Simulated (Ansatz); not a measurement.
Basis-set extrapolation for `C[SiH](S)CCl` (PBE0-D4/def2-TZVP geometry, frozen core, Ansatz 0.2.0). Multiplicity 1, RHF reference.

```json
{"": "HF", "def2-TZVPP": "-1225.890670", "def2-QZVPP": "-1225.927393"}
{"": "MP2 correlation", "def2-TZVPP": "-0.844280", "def2-QZVPP": "-0.911862"}
{"": "CCSD(T) correlation", "def2-TZVPP": "-0.951660", "def2-QZVPP": "not run"}
```

Energies in hartree. Use E(X) = E(∞) + A·exp(−7.88·√X) for Hartree–Fock and E(X) = E(∞) + B·X^(−2.97) for correlation, with X = 3 and 4, and add CCSD(T) minus MP2 of the smaller set to the MP2 limit.

Q: What is the CCSD(T) energy at the basis-set limit?

A: HF limit: -1225.927393 + (-0.036723) × 0.13774 = -1225.93245. MP2 limit: -0.911862 + (-0.067582) × 0.74074 = -0.96192. Higher-order term: -0.951660 − (-0.844280) = -0.10738. Total: -1227.00175 hartree, 418.6 kJ/mol below CCSD(T)/def2-TZVPP.
